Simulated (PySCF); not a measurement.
# HTlO: bending curve

All numbers come from PySCF, PBE0, basis Tl def2-TZVP with ECP60, O def2-TZVP, H def2-TZVP (scalar-relativistic core potentials, no spin–orbit coupling, density fitting).

Rigid scan from the singlet minimum (Tl–H 1.649 Å, Tl–O 1.851 Å; H–Tl–O 180.0°). Coordinate: the O–Tl–H angle, bonds fixed. Energies in kJ/mol from the minimum.

| bond angle (°) | E (kJ/mol) | dipole size (D) |
| --- | --- | --- |
| 80 | 283.6 | 3.99 |
| 90 | 253.4 | 4.26 |
| 100 | 216.8 | 4.37 |
| 110 | 178.0 | 4.41 |
| 120 | 139.5 | 4.44 |
| 130 | 102.6 | 4.48 |
| 140 | 69.0 | 4.54 |
| 150 | 40.3 | 4.62 |
| 160 | 18.5 | 4.69 |
| 170 | 4.7 | 4.74 |
| 180 | 0.0 | 4.76 |

No spin–orbit coupling is included, which matters more the heavier the element.

Other isomers or separated fragments may lie lower.
